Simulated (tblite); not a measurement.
Compound: C6H10FO (doublet state).
Cartesian coordinates in Å at the GFN2-xTB level; atoms count from 1:
```xyz
18
C6H10FO angstrom
C     -2.8012    0.2313    1.0619
C     -2.4432    0.1094   -0.2038
C     -1.0924   -0.3539   -0.6451
F     -1.1963   -0.9667   -1.8775
C     -0.0981    0.8243   -0.7632
O      1.2301    0.3999   -0.8223
C      1.7484   -0.1082    0.3404
C      3.1159   -0.6658    0.2634
H     -2.1346   -0.0292    1.8676
H     -3.7740    0.5949    1.3418
H     -3.1161    0.3639   -1.0099
H     -0.6640   -1.1008    0.0378
H     -0.2596    1.4923    0.0953
H     -0.2913    1.3638   -1.6930
H      1.3534    0.2827    1.2686
H      3.2575   -1.4214    1.0349
H      3.8875    0.1012    0.4077
H      3.2692   -1.1114   -0.7163
```

Computed with GFN2-xTB (tblite): harmonic, unscaled wavenumbers at the GFN2-xTB geometry, gas phase. Errors from tens to a few hundred cm⁻¹ against measured bands are possible. One conformer, not necessarily the lowest. Open shells enter through the occupations alone, without spin polarisation, and single modes of such species can be off by tens of per cent.

Harmonic wavenumbers (cm⁻¹): 34.6, 51.7, 62.8, 88.7, 131.7, 218.7, 250.1, 282.0, 345.3, 409.2, 501.5, 517.1, 541.6, 644.3, 874.7, 892.6, 911.8, 942.7, 1006.5, 1012.9, 1019.9, 1065.9, 1084.8, 1127.3, 1138.2, 1178.2, 1219.2, 1251.5, 1263.1, 1298.7, 1309.6, 1333.7, 1394.4, 1407.1, 1433.5, 1455.5, 1473.6, 1698.3, 2875.4, 2879.8, 2894.3, 2990.7, 3006.5, 3025.8, 3045.5, 3084.6, 3103.7, 3138.9.

A = 3507, B = 1035, C = 908.2 MHz; mass 117.072 u (most abundant isotopes); point group C1, symmetry number 1; spin multiplicity 2.

**Question.** Zero-point energy?

**Answer.** ½Σν̃ = 31459 cm⁻¹ = 376.33 kJ/mol.

**Question.** What is S at 298.15 K and 1 bar for an ideal gas of classical rigid rotors and harmonic oscillators?

**Answer.** Translation 168.26, rotation 121.20, vibration 134.72, spin (R ln 2) 5.76: S = 429.9 J/(mol K).

**Question.** And Cp and H(298.15 K) − H(0)?

**Answer.** Cp = 152.71 J/(mol K), of which vibrations give 119.45 (their classical limit is 48 R = 399.1); H(298.15 K) − H(0) = 29.29 kJ/mol without the zero-point energy, 19.37 from vibrations.

**Question.** How do the functions run with temperature in this model?

**Answer.** 
| T (K) | S (J/(mol K)) | Cp (J/(mol K)) | H − H(0) (kJ/mol) | G − H(0) (kJ/mol) | ln q(vib) |
| --- | --- | --- | --- | --- | --- |
| 100 | 308.4 | 83.2 | 6.04 | -24.80 | 2.69 |
| 200 | 376.7 | 117.1 | 16.08 | -59.26 | 5.72 |
| 300 | 430.9 | 153.4 | 29.57 | -99.69 | 8.44 |
| 500 | 526.5 | 224.1 | 67.60 | -195.63 | 13.48 |
| 800 | 648.4 | 294.1 | 146.26 | -372.47 | 20.54 |
| 1000 | 717.5 | 324.6 | 208.29 | -509.21 | 24.90 |

q(vib) and H(0) count from the zero-point level.

**Question.** Which modes carry the vibrational entropy at 298.15 K?

**Answer.** 34.6 cm⁻¹: 23.21; 51.7 cm⁻¹: 19.88; 62.8 cm⁻¹: 18.27; 88.7 cm⁻¹: 15.43; 131.7 cm⁻¹: 12.22; 218.7 cm⁻¹: 8.24 J/(mol K); the other 42 give 37.46 together.

Hindered rotation and anharmonicity are outside this model. Other conformers, if any are populated, would add a mixing term that is left out. The structure is chiral; the term R ln 2 for an equal mix with its mirror image is left out.

The run took 1.2 s of wall time on one thread of an Intel Xeon at 2.70 GHz (shared host). This covers the Hessian and the dipole derivatives.
